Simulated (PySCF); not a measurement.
A small calculation by hand: oscillator strength and radiative lifetime

C3H7FSi2, SMILES F[C@H]([SiH3])[SiH2]C#C.

The structure is a stationary point at B3LYP-D3(BJ)/def2-SVP. The structure was generated by enumeration; whether it is a known compound was not checked. Other conformers were not sampled.

PySCF with TDA-PBE/def2-SVPD puts the first singlet state with f over 0.02 at 5.76 eV (vertical), with the transition dipole (-0.553, -0.046, -0.141) in atomic units.

**Question.** Find the oscillator strength, the wavelength and the radiative lifetime that this transition would have in vacuum if emission retraced absorption.

**Answer.** 
|μ|² = 0.3278 au, so |μ| = 1.46 D. ΔE = 5.76/27.211 = 0.2117 hartree. f = (2/3) ΔE |μ|² = 0.046 (the program prints 0.046).
λ = 1239.84/5.76 = 215 nm; ν = 46458 cm⁻¹.
Einstein's coefficient A = 0.6670 ν² f s⁻¹ (ν in cm⁻¹) = 6.7e7 s⁻¹, so τ = 1/A = 15 ns. This state is S2; the lower singlet has f = 0.003. The figure is the radiative limit of this one transition; relaxation, internal conversion, crossing to triplets and a medium change what is measured.
